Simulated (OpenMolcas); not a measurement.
Nb3+.

| Property | Result |
| --- | --- |
| Program | OpenMolcas 26.06 |
| Basis | ANO-RCC-VQZP [8s7p5d3f2g1h] |
| Scalar Hamiltonian | X2C, point nucleus |
| Active space | 2 electrons in 5 orbitals (4d) |
| State averaging | 2S+1 = 3 even, 10 roots; 2S+1 = 1 even, 15 roots (14 in the spin-orbit step) |
| Spin-orbit coupling | RASSI with atomic mean-field integrals over the reference wave functions, term energies averaged over their components |

Two sets of levels on these reference wave functions, in eV above 4d² ³F₂: one from CASSCF and one from SS-CASPT2, IPEA 0.25 Eh, imaginary shift 0.1 Eh (closed shells correlated: 4s 4p).

```
  Level   Set 1   Set 2
4d² ³F₂  0.0000  0.0000
4d² ³F₃  0.1278  0.1323
4d² ³F₄   0.281   0.285
4d² ¹D₂   1.375   0.977
4d² ³P₀   1.521   1.292
4d² ³P₁   1.560   1.331
4d² ³P₂   1.686   1.438
4d² ¹G₄   2.076   1.746
```

Which set is which?

Set 2 is SS-CASPT2. Its levels of the other terms of 4d² lie at 0.71 to 0.85 of the other set's values, as expected, since terms of lower spin or lower L gain more correlation energy than the Hund ground term.

Term energies are means over components that CASPT2 splits; among the terms shown or strongly mixed into the levels shown the widest spread is 600 cm-1 (4d² ¹G, SS-CASPT2). Some high roots are left out of the spin-orbit mixing, which shifts the levels that they would mix with. Without dynamic correlation excited terms often stand tens of per cent too high (terms of higher spin than the ground term too low), and those without a measured partner can miss by more than the paired ones (holds for CASSCF). Only configurations of the active space appear.
